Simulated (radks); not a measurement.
Removal energies from the neodymium ion Nd8+, [Kr] 4d10 5s2 5p4, by Delta-SCF beside the eigenvalue of the level emptied. Method: scalar-relativistic Kohn-Sham, BLYP, spin-polarised, spherical densities, finite nucleus; Fermi nuclear charge, rms radius of each element as measured or else 0.836 A^(1/3) + 0.57 fm; computed with a radial shooting solver on a logarithmic mesh with Libxc functionals. Open shells are filled with parallel spins first.

removed from,final configuration,Delta-SCF (eV),-eigenvalue (eV)
5p,[Kr] 4d10 5s2 5p3,131.36,123.91
5s,[Kr] 4d10 5s1 5p4,156.02,147.92
4d,[Kr] 4d9 5s2 5p4,264.26,250.38
4p,[Ar] 3d10 4s2 4p5 4d10 5s2 5p4,376.32,361.82
